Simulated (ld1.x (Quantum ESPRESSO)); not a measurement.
**Plane-wave convergence, TM potential for Se**

```json
{"Element": "Se", "Generator": "ld1.x (Quantum ESPRESSO) 7.5", "Type": "norm-conserving Troullier–Martins (Kleinman–Bylander form)", "Functional": "PBE", "Relativity": "scalar-relativistic", "Frozen core": "[Ar] 3d10", "Valence charge": "6", "Reference configuration": "4s1.75 4p4.25", "Partial waves": "4p (bound): rc 1.55 bohr; 4d channel at 0.15 Ry: rc 1.25 bohr; 4s (bound): rc 1.20 bohr", "Local potential": "the s channel", "Core correction": "none"}
```

The pseudo-atom Hamiltonian at the reference potential is diagonalised in spherical Bessel functions j_l(qr) that vanish at 20 bohr, with q² up to the cutoff. All-electron valence levels (Ry): 4p -0.4902, 4s -1.2862.

Q: How do the lowest levels (Ry) of each channel move with the cutoff, and are there ghosts?

A:

```json
{"cutoff (Ry)": "8", "p #1": "-0.4928", "p #2": "0.0277", "p #3": "0.1150", "d #1": "0.0659", "d #2": "0.1426", "s #1": "-1.1375", "s #2": "-0.0269", "f #1": "0.1160", "f #2": "0.2450", "Σ f·Δε (mRy)": "271.0"}
{"cutoff (Ry)": "15", "p #1": "-0.5061", "p #2": "0.0245", "p #3": "0.1079", "d #1": "0.0659", "d #2": "0.1424", "s #1": "-1.2119", "s #2": "-0.0311", "f #1": "0.1160", "f #2": "0.2450", "Σ f·Δε (mRy)": "197.8"}
{"cutoff (Ry)": "30", "p #1": "-5.2238", "p #2": "-0.4896", "p #3": "0.0285", "d #1": "0.0658", "d #2": "0.1419", "s #1": "-1.2319", "s #2": "-0.0323", "f #1": "0.1160", "f #2": "0.2450", "Σ f·Δε (mRy)": "97.6"}
{"cutoff (Ry)": "45", "p #1": "-6.2935", "p #2": "-0.4900", "p #3": "0.0284", "d #1": "0.0657", "d #2": "0.1415", "s #1": "-1.2725", "s #2": "-0.0350", "f #1": "0.1160", "f #2": "0.2450", "Σ f·Δε (mRy)": "24.8"}
{"cutoff (Ry)": "60", "p #1": "-11.0679", "p #2": "-0.4901", "p #3": "0.0284", "d #1": "0.0657", "d #2": "0.1415", "s #1": "-1.2804", "s #2": "-0.0356", "f #1": "0.1160", "f #2": "0.2450", "Σ f·Δε (mRy)": "10.3"}
{"cutoff (Ry)": "90", "p #1": "-16.0802", "p #2": "-0.4902", "p #3": "0.0284", "d #1": "0.0657", "d #2": "0.1414", "s #1": "-1.2835", "s #2": "-0.0357", "f #1": "0.1160", "f #2": "0.2450", "Σ f·Δε (mRy)": "4.7"}
{"cutoff (Ry)": "140", "p #1": "-18.1590", "p #2": "-0.4902", "p #3": "0.0284", "d #1": "0.0655", "d #2": "0.1402", "s #1": "-1.2854", "s #2": "-0.0358", "f #1": "0.1160", "f #2": "0.2450", "Σ f·Δε (mRy)": "1.3"}
{"cutoff (Ry)": "200", "p #1": "-18.5198", "p #2": "-0.4902", "p #3": "0.0284", "d #1": "-1.1806", "d #2": "0.0669", "s #1": "-1.2860", "s #2": "-0.0359", "f #1": "0.1160", "f #2": "0.2450", "Σ f·Δε (mRy)": "0.3"}
{"cutoff (Ry)": "400", "p #1": "-18.7171", "p #2": "-0.4902", "p #3": "0.0284", "d #1": "-2.7598", "d #2": "0.0663", "s #1": "-1.2862", "s #2": "-0.0359", "f #1": "0.1160", "f #2": "0.2450", "Σ f·Δε (mRy)": "0.0"}
```

Result: ghost states, extra bound levels that the all-electron valence spectrum of the same l lacks: p at -254.7 eV, d at -37.5 eV (a true bound ghost makes a file unfit for plane-wave use); 10 mRy is reached at 70 Ry and 1 mRy at 160 Ry.
